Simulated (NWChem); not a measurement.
System: AlAsH3F; SMILES [F][AlH][AsH2]

Input file for NWChem:

```
start job
memory heap 200 mb stack 900 mb global 1100 mb
geometry units angstroms noautoz
  Al    -0.468543    -1.275981     0.021639
  As     0.270681     1.008118     0.328463
  H      0.056627     1.278486    -1.158943
  H      1.719323     0.575850     0.124911
  F      0.349487    -2.469128     0.855159
  H     -1.710503    -1.747812    -0.838451
end
basis spherical
  Al library 6-31g*
  As library 6-31g*
  H library 6-31g*
  F library 6-31g*
end
dft
  xc xpbe96 cpbe96
  iterations 150
  mulliken
end
task dft energy
```

Parts of the log:

```
             Northwest Computational Chemistry Package (NWChem) 7.3.0
             --------------------------------------------------------

 C1  symmetry detected

                             Geometry "geometry" -> ""
                             -------------------------

 Output coordinates in angstroms (scale by  1.889725989 to convert to a.u.)

  No.       Tag          Charge          X              Y              Z
 ---- ---------------- ---------- -------------- -------------- --------------
    1 Al                  13.0000    -0.55785897     1.21972565    -0.01395866
    2 As                  33.0000     0.09883352    -1.10951102    -0.04731818
    3 H                    1.0000    -1.01377143    -1.43867046     0.94518314
    4 H                    1.0000     1.11790373    -0.84706299     1.05697780
    5 F                    9.0000     0.65849615     2.36338136    -0.02172310
    6 H                    1.0000    -2.03993705     1.77273133    -0.06369041

 Effective nuclear repulsion energy (a.u.)     217.2055047158

  pbe96 is a nonlocal functional; adding pw91lda local functional.

                                 NWChem DFT Module
                                 -----------------

 Summary of "ao basis" -> "ao basis" (spherical)
 ------------------------------------------------------------------------------
       Tag                 Description            Shells   Functions and Types
 ---------------- ------------------------------  ------  ---------------------
 Al                          6-31g*                  8       18   4s3p1d
 As                          6-31g*                 12       32   5s4p3d
 H                           6-31g*                  2        2   2s
 F                           6-31g*                  6       14   3s2p1d

            General Information
            -------------------
          SCF calculation type: DFT
          Wavefunction type:  closed shell.
          No. of atoms     :     6
          No. of electrons :    58
           Alpha electrons :    29
            Beta electrons :    29
          Charge           :     0
          Spin multiplicity:     1
          Use of symmetry is: off; symmetry adaption is: off
          Maximum number of iterations: 150
          AO basis - number of functions:    70
                     number of shells:    32
          Convergence on energy requested:  1.00D-06
          Convergence on density requested:  1.00D-05
          Convergence on gradient requested:  5.00D-04

              XC Information
              --------------
          PerdewBurkeErnzerhof Exchange Functional  1.000
            Perdew 1991 LDA Correlation Functional  1.000 local
           PerdewBurkeErnz. Correlation Functional  1.000 non-local

             Grid Information
             ----------------
          Grid used for XC integration:  medium
          Radial quadrature: Mura-Knowles
          Angular quadrature: Lebedev.
          Tag              B.-S. Rad. Rad. Pts. Rad. Cut. Ang. Pts.
          ---              ---------- --------- --------- ---------
          Al                  1.25       88          10.0       590
          As                  1.15      112          10.0       590
          H                   0.35       45          11.0       434
          F                   0.50       49          11.0       434
          Grid pruning is: on
          Number of quadrature shells:   384
          Spatial weights used:  Erf1

      Superposition of Atomic Density Guess
      -------------------------------------

 Sum of atomic energies:       -2576.57112802

      Non-variational initial energy
      ------------------------------

 Total energy =   -2576.950024
 1-e energy   =   -4023.590713
 2-e energy   =    1229.435184
 HOMO         =      -0.278820
 LUMO         =       0.010259

     ---------------------------------------------
      Total Density - Mulliken Population Analysis
     ---------------------------------------------

    Atom       Charge   Shell Charges
 -----------   ------   -------------------------------------------------------
    1 Al  13    11.96   2.00  2.00  5.97  0.80  0.66  0.27  0.14  0.11
    2 As  33    33.39   2.00  2.00  6.00  2.00  5.99  1.42  2.51  0.37  1.03  6.91  2.95  0.21
    3 H    1     0.89   0.41  0.48
    4 H    1     0.89   0.41  0.48
    5 F    9     9.74   2.00  0.96  3.53  1.02  2.23  0.01
    6 H    1     1.13   0.46  0.67

   convergence    iter        energy       DeltaE   RMS-Dens  Diis-err
 ---------------- ----- ----------------- --------- --------- ---------
 d= 0,ls=0.0,diis     1  -2579.0546400989 -2.80D+03  2.95D-02  6.87D-01
 d= 0,ls=0.0,diis     2  -2578.5728312617  4.82D-01  2.06D-02  6.01D+00
 d= 0,ls=0.0,diis     3  -2579.1343199322 -5.61D-01  2.56D-03  3.12D-02
 d= 0,ls=0.0,diis     4  -2579.1356778764 -1.36D-03  1.56D-03  1.37D-02
 d= 0,ls=0.0,diis     5  -2579.1369251072 -1.25D-03  5.57D-04  7.12D-04
  Resetting Diis
 d= 0,ls=0.0,diis     6  -2579.1370640449 -1.39D-04  7.39D-05  1.66D-05
 d= 0,ls=0.0,diis     7  -2579.1370667463 -2.70D-06  3.36D-05  1.00D-06
 d= 0,ls=0.0,diis     8  -2579.1370665135  2.33D-07  1.81D-05  3.53D-06
 d= 0,ls=0.0,diis     9  -2579.1370669193 -4.06D-07  4.11D-06  9.70D-08

         Total DFT energy =    -2579.137066919287
      One electron energy =    -4025.666308644414
           Coulomb energy =     1342.040767637538
    Exchange-Corr. energy =     -112.717030628211
 Nuclear repulsion energy =      217.205504715799

 Numeric. integr. density =       58.000024460834

                       DFT Final Molecular Orbital Analysis
                       ------------------------------------

 Vector   27  Occ=2.000000D+00  E=-3.189028D-01
              MO Center= -6.0D-01,  1.1D+00,  2.2D-02, r^2= 3.8D+00
   Bfn.  Coefficient  Atom+Function         Bfn.  Coefficient  Atom+Function
  ----- ------------  ---------------      ----- ------------  ---------------
    57      0.350550  5 F  px                 6      0.237023  1 Al s
    61      0.227650  5 F  px                70      0.214866  6 H  s
    30      0.213775  2 As py                 7     -0.191846  1 Al px
    69      0.191746  6 H  s                 10      0.174489  1 Al s
     8     -0.153119  1 Al py                31     -0.145421  2 As pz

 Vector   28  Occ=2.000000D+00  E=-2.808461D-01
              MO Center= -1.9D-01, -3.3D-01, -1.9D-02, r^2= 3.8D+00
   Bfn.  Coefficient  Atom+Function         Bfn.  Coefficient  Atom+Function
  ----- ------------  ---------------      ----- ------------  ---------------
    31      0.451021  2 As pz                28      0.326459  2 As s
    32     -0.206436  2 As s                 27     -0.195643  2 As pz
    70      0.170205  6 H  s                 54      0.166709  4 H  s
    35      0.165348  2 As pz                52      0.160918  3 H  s
    53      0.152536  4 H  s                 51      0.137593  3 H  s

 Vector   29  Occ=2.000000D+00  E=-2.315530D-01
              MO Center= -1.8D-01, -4.6D-01, -5.4D-02, r^2= 3.9D+00
   Bfn.  Coefficient  Atom+Function         Bfn.  Coefficient  Atom+Function
  ----- ------------  ---------------      ----- ------------  ---------------
    30      0.487336  2 As py                28      0.244449  2 As s
     8     -0.222577  1 Al py                70     -0.216182  6 H  s
    34      0.214509  2 As py                26     -0.204887  2 As py
    31      0.201696  2 As pz                29     -0.147453  2 As px
    69     -0.145115  6 H  s                 58      0.141203  5 F  py

 Vector   30  Occ=0.000000D+00  E=-6.966649D-02
              MO Center= -5.3D-01,  1.1D+00,  1.1D-01, r^2= 4.1D+00
   Bfn.  Coefficient  Atom+Function         Bfn.  Coefficient  Atom+Function
  ----- ------------  ---------------      ----- ------------  ---------------
     9      0.567375  1 Al pz                13      0.539994  1 Al pz
    54     -0.211560  4 H  s                 59     -0.193939  5 F  pz
     5     -0.191503  1 Al pz                63     -0.176516  5 F  pz
    32      0.140245  2 As s                 52     -0.123253  3 H  s
    28     -0.109523  2 As s                 30     -0.083127  2 As py

 Vector   31  Occ=0.000000D+00  E=-3.169432D-02
              MO Center= -1.5D-01,  6.0D-01, -1.6D-01, r^2= 5.4D+00
   Bfn.  Coefficient  Atom+Function         Bfn.  Coefficient  Atom+Function
  ----- ------------  ---------------      ----- ------------  ---------------
    10      1.259761  1 Al s                 34     -0.554363  2 As py
    32     -0.538846  2 As s                 70     -0.457508  6 H  s
    28      0.342407  2 As s                  6      0.325762  1 Al s
    30     -0.299989  2 As py                11      0.295437  1 Al px
    12     -0.275247  1 Al py                60     -0.271295  5 F  s

 Vector   32  Occ=0.000000D+00  E=-1.957042D-02
              MO Center= -2.7D-01, -4.9D-01, -8.1D-03, r^2= 4.7D+00
   Bfn.  Coefficient  Atom+Function         Bfn.  Coefficient  Atom+Function
  ----- ------------  ---------------      ----- ------------  ---------------
    54      0.728676  4 H  s                 52     -0.609672  3 H  s
    33     -0.564609  2 As px                12     -0.494125  1 Al py
    34     -0.465267  2 As py                10      0.449763  1 Al s
    32     -0.413692  2 As s                 29     -0.345233  2 As px
    70     -0.239834  6 H  s                 30     -0.197632  2 As py

     ---------------------------------------------
      Total Density - Mulliken Population Analysis
     ---------------------------------------------

[...]
```

Level: PBE/6-31G* (spherical d). Coordinates come from a PBE0/def2-SVP optimisation.
